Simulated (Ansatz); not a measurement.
Isolated molecules relaxed with PBE0-D4/def2-TZVP in Ansatz; ΔE leaves out vibrations. CCSD(T)/CBS is the MP2 limit (def2-TZVPP, def2-QZVPP) plus CCSD(T) − MP2 in def2-TZVPP, frozen cores. This one scheme is used for every species. Functionals use def2-TZVPP. For Ge outer-core shells are correlated without core-valence functions, which leaves a few kJ/mol of doubt a bond. Scalar relativity is left out up to krypton. Each species was taken in one conformer, which may not be the lowest.

`[OH][GeH2][GeH2][OH]` + H₂ → `[OH][GeH2][GeH3]` + H₂O  (hydrogenolysis of a Ge–O bond)

`[OH][GeH2][GeH2][OH]`:

```xyz
10

O     2.461   -0.297   -0.082
Ge    0.897    0.119   -0.848
Ge   -0.944   -0.487    0.640
O    -2.467    0.251    0.056
H     2.647    0.240    0.691
H     0.904   -0.680   -2.158
H     0.861    1.636   -1.154
H    -1.243   -1.992    0.649
H    -0.653    0.003    2.079
H    -2.463    1.208    0.126
```

H₂:

Cartesian coordinates in Å:
```
H -0.348 -0.016 0.132
H 0.348 0.016 -0.132
```

`[OH][GeH2][GeH3]`:

Cartesian coordinates in Å:
```
O 1.004 -1.862 0.413
Ge 0.822 -0.369 -0.556
Ge -1.134 0.871 0.180
H 1.194 -1.678 1.336
H 2.102 0.486 -0.420
H 0.684 -0.885 -1.996
H -1.254 2.196 -0.594
H -1.008 1.194 1.679
H -2.411 0.047 -0.041
```

H₂O:

Cartesian coordinates in Å:
```
O -0.141 0.314 0.181
H -0.320 0.029 -0.717
H 0.461 -0.343 0.536
```

```
  level  ΔE (kJ/mol)
BLYP-D4          2.2
ωB97M-V         -6.8
```

(1) What does CCSD(T)/CBS give? (Best estimate.)

Largest T1 diagnostic among the species: 0.012.

Answers

(1) The calculation gave: -9.6 kJ/mol. The listed levels differ from it by 11.8, 2.8 kJ/mol.

In def2-TZVPP, CCSD(T) changes the Hartree–Fock value by +6.2 kJ/mol (the triples alone add +3.4 kJ/mol) and MP2 by +11.4 kJ/mol. From r2SCAN to r2SCAN0 (25 % exact exchange), in def2-TZVPP and without D4, ΔE moves by −6.4 kJ/mol.
